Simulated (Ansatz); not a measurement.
Mg2Te3. Total charge 0; singlet. Geometry r2SCAN-D4/def2-SVP; atoms count from 1.

```csv
atom,x (Å),y (Å),z (Å)
Mg1,1.6322,1.3819,-0.2772
Mg2,-1.1292,-1.3213,1.2766
Te3,-1.0783,1.5404,0.7637
Te4,1.3300,-1.5102,-0.2633
Te5,-0.7549,-0.0910,-1.4998
```

In the def2 sets Te takes a core potential; there is no spin–orbit coupling. The restricted singlet is unstable towards broken spin symmetry at other levels; at PBE0-D4/def2-TZVP this wasn't settled. The geometry of the singlet was relaxed on an unsound state (restricted singlet, unstable towards broken spin symmetry at other levels and untested here). Another isomer (singlet) lies 1.98 eV lower at PBE0-D4/def2-TZVP; other spin states weren't run for this one.

(1) Estimate the Mulliken populations from the PBE0/def2-TZVP orbitals of Ansatz.

(2) And the Mayer bond orders between bonded heavy atoms (over 0.3)?

Results:

(1) 
```
atom  charge (e)
 Mg1        0.31
 Mg2        0.31
 Te3       -0.29
 Te4       -0.29
 Te5       -0.04
```
Mulliken values and Mayer orders depend strongly on the basis.

(2) Mg1–Te3 0.51 (2.91 Å); Mg1–Te4 0.51 (2.91 Å); Mg2–Te3 0.51 (2.91 Å); Mg2–Te4 0.51 (2.91 Å); Te3–Te5 1.04 (2.81 Å); Te4–Te5 1.04 (2.81 Å). Values over 0.3 also appear between atoms too far apart for a bond (Mg1–Mg2 0.56 at 4.16 Å); they arise where an orbital or an unpaired electron spreads over both atoms.
